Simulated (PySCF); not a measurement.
Spinor energies of Sb³⁺ (antimony, charge +3)

Start: [Kr] 4d10 5s2. Calculated with PySCF 2.14 in x2c-SVPall-2c with one added diffuse shell each of s, p type (7s9p4d, 54 functions): generalised Hartree-Fock with the X2C-1e Hamiltonian and a Gaussian nucleus; one run each with spin-orbit coupling (SO) switched off, then screened by Boettger's factors. This is a chosen level, not necessarily the ground level.

| spinor shell | electrons | ε, spin-free (eV) | ε, screened SO (eV) | weight of nominal j (screened SO) | rms radius, screened SO (bohr) |
| --- | --- | --- | --- | --- | --- |
| 1s1/2 | 2 | -30668.5 | -30665.6 | 1.000 | 0.0326 |
| 2s1/2 | 2 | -4785.5 | -4784.7 | 1.000 | 0.133 |
| 2p1/2 | 2 | -4293.3 | -4468.3 | 1.000 | 0.115 |
| 2p3/2 | 4 | -4293.3 | -4213.6 | 1.000 | 0.120 |
| 3s1/2 | 2 | -1002.3 | -1002.1 | 1.000 | 0.352 |
| 3p1/2 | 2 | -837.60 | -870.84 | 1.000 | 0.345 |
| 3p3/2 | 4 | -837.60 | -822.37 | 1.000 | 0.356 |
| 3d3/2 | 4 | -586.77 | -592.50 | 1.000 | 0.330 |
| 3d5/2 | 6 | -586.77 | -582.74 | 1.000 | 0.333 |
| 4s1/2 | 2 | -205.76 | -205.72 | 1.000 | 0.840 |
| 4p1/2 | 2 | -152.75 | -158.90 | 1.000 | 0.894 |
| 4p3/2 | 4 | -152.75 | -149.93 | 1.000 | 0.920 |
| 4d3/2 | 4 | -73.381 | -74.126 | 1.000 | 1.10 |
| 4d5/2 | 6 | -73.381 | -72.858 | 1.000 | 1.10 |
| 5s1/2 | 2 | -41.913 | -41.914 | 1.000 | 2.20 |

| quantity | spin-free | screened SO |
| --- | --- | --- |
| E (hartree) | -6474.71081 | -6476.33554 |
| M_J | 0 | 0 |
| ⟨J²⟩ | 0.000 | 0.000 |
| ⟨L²⟩ | 0.000 | 0.017 |
| ⟨S²⟩ | 0.000 | 0.017 |

Breit and QED terms are absent; they matter most for the inner s and p1/2 levels.

Densities and radii are taken from the X2C orbitals without a picture-change correction, which distorts them close to the nucleus.

Without spin-orbit coupling the j labels of p, d and f shells carry no meaning; the spin-free column gives the mean over the occupied spinors of each nl shell.
